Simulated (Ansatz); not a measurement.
## Abstraction of Cl: NbCl5 + GeH(CH3)2 → NbCl4 + GeH(CH3)2Cl

Species: NbCl5 (niobium pentachloride) `[Cl][Nb]([Cl])([Cl])([Cl])[Cl]`, singlet; GeH(CH3)2, doublet; NbCl4 `[Cl][Nb]([Cl])([Cl])[Cl]`, doublet; GeH(CH3)2Cl, singlet. A radical takes Cl: the energy is the difference in strength between the Nb–Cl bond broken and the Ge–Cl bond made.

Shapes, held fixed at every level: PBE0-D4/def2-TZVP. Programs: Ansatz 0.2.0. The zero-point and thermal change to 298 K, harmonic and unscaled (PBE0-D4/def2-TZVP), is +3.0 kJ/mol.

(1) Estimate ΔH(298 K) of this reaction.

Results:

(1) The highest level, CCSD(T)/def2-TZVPP, gives ΔH(298 K) = -152.6 kJ/mol; the levels span -254.1 to -90.1. The column of differences is taken from that level and isn't an error. No measured value is set beside it here. T1 is large for NbCl5 (0.021), so single-reference values are less sure there. Open shells run unrestricted. For atoms past krypton def2 sets carry core potentials with scalar relativity. Relativity is left out for Ge. Outer-core shells of Ge, Nb are correlated in most correlated rows, in sets that cover them unevenly.

| level | kind | ΔH(298 K) (kJ/mol) | less CCSD(T)/def2-TZVPP |
| --- | --- | --- | --- |
| MP2/def2-SVP | perturbation theory | -100.4 | +52.2 |
| MP2/def2-TZVPP | perturbation theory | -114.9 | +37.7 |
| HF/def2-SVP | Hartree–Fock | -254.1 | -101.5 |
| SPW92/def2-TZVPP | LDA | -90.1 | +62.5 |
| B3LYP-D4/def2-TZVPP | global hybrid | -141.3 | +11.3 |
| BHLYP-D4/def2-TZVPP | global hybrid | -189.7 | -37.1 |
| CCSD(T)/def2-SVP | coupled cluster or CI | -135.0 | +17.6 |
| CCSD(T)/def2-TZVPP | coupled cluster or CI | -152.6 | 0.0 |
